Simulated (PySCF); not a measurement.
Structure problem from calculated spectra and properties.

Formula: C3H8O2Si.

| Property | Result |
| --- | --- |
| Dipole | 1.11 D [PBE0/def2-SVPD] |
| Rotational structure | rotational constants A, B, C: 5.695, 1.763, 1.445 GHz [GFN2-xTB] |
| NMR, other nuclei | isotropic shieldings of nuclei other than C and H, by class: 288 (1 O), 311 (1 O), 385 (1 Si) ppm [GIAO PBE0/pcSseg-1] |
| UV, first state | lowest singlet excitation: 6.17 eV (201 nm, f = 0.002) [TDDFT PBE0/def2-SVPD] |
| Polarisability | 69.1 au [PBE0/def2-SVPD] |
| UV, strongest line | among the 6 lowest singlet transitions: S3 at 7.09 eV (175 nm, f = 0.229) [TDDFT PBE0/def2-SVPD] |
| 1H NMR | chemical shifts (computed TMS as zero) by class: 6.60 (1 H), 6.37 (1 H), 5.82 (1 H), 5.16 (1 H), 3.98 (3 H), 1.50 (1 H) ppm [GIAO PBE0/pcSseg-1] |
| 13C NMR | chemical shifts (computed TMS as zero) by class: 149.3 (1 C), 140.9 (1 C), 52.2 (1 C) ppm [GIAO PBE0/pcSseg-1] |
| Triplet | lowest triplet excitation (Tamm–Dancoff): 4.28 eV [TDA PBE0/def2-SVPD] |

Electronic properties: PySCF, gas phase, density fitting. Levels stand in brackets. Isolated species at its GFN2-xTB geometry (one conformer only). NMR classes are plain means over equivalent atoms (diastereotopic ones count apart unless rotation or inversion swaps them), as if these changed places fast.

Question: What is the compound? Reason from the data.

Answer: Numbering: `[CH2:1]=[CH:2][Si@@H:3]([OH:4])[O:5][CH3:6]`. Its formula, C3H8O2Si, gives 1 degree of unsaturation: 0 rings and 1 π bond in the structure found. 3 carbons fall into 3 classes; from least to most shielded: alkene CH carbon [C2] (149.3 ppm), terminal =CH2 carbon [C1] (140.9 ppm), methoxy carbon [C6] (52.2 ppm). Hydrogen classes from least to most shielded: 1 H on an alkene CH carbon, C2 (6.60 ppm), 1 H on a terminal =CH2 carbon, C1 (6.37 ppm), 1 H on a terminal =CH2 carbon, C1 (5.82 ppm), 1 H on an oxygen-bound silicon, Si3 (5.16 ppm), 3 H on a methoxy carbon, C6 (3.98 ppm), 1 H on a silanol oxygen, O4 (1.50 ppm). The other shieldings belong to: 288 ppm, silanol oxygen [O4]; 311 ppm, silyl ether oxygen [O5]; 385 ppm, oxygen-bound silicon [Si3]. The optimised geometry has point group C1 and is an asymmetric top. Structure: `C=C[Si@@H](O)OC`. Computed isomers that give other values at the same levels: `[SiH3]OC1COC1` (lowest singlet excitation: 6.41 eV (193 nm, f = 0.006)); `O=C(O)CC[SiH3]` (rotational constant A: 5.955 GHz; this holds for the one conformer computed); `[SiH3]O[C@@H]1CCO1` (13C chemical shifts (computed TMS as zero) by class: 102.6 (1 C), 66.8 (1 C), 35.2 (1 C) ppm). The assignments are read from this structure; whether some other isomer fits the data as well wasn't checked. The mirror image fits equally.

The values belong to the conformer `[CH2:1]=[CH:2][Si@@H:3]([OH:4])[O:5][CH3:6]`: C1–C2–Si3–O4 68°, C2–Si3–O5–C6 -171°, H–O4–Si3–C2 -57°.
